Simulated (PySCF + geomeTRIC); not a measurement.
The multiplicity is imposed and other spin states were not computed.

Species: [Pt(CO)3(CS)] (charge 0, multiplicity 1).

Task: Give a relaxed geometry from TPSS-D3(BJ)/def2-SVP in PySCF + geomeTRIC.

Result: the end point of this relaxation.
Cartesian coordinates (Å) in one orientation:
```xyz
9

Pt     0.007    -0.089    -0.046
O     -2.607    -0.151     1.716
C     -1.656    -0.081     1.070
O     -0.587     1.358    -2.781
C     -0.390     0.873    -1.755
O      2.243     1.513     1.493
C      1.395     0.969     0.934
S      1.122    -3.339    -0.682
C      0.621    -1.891    -0.395
```
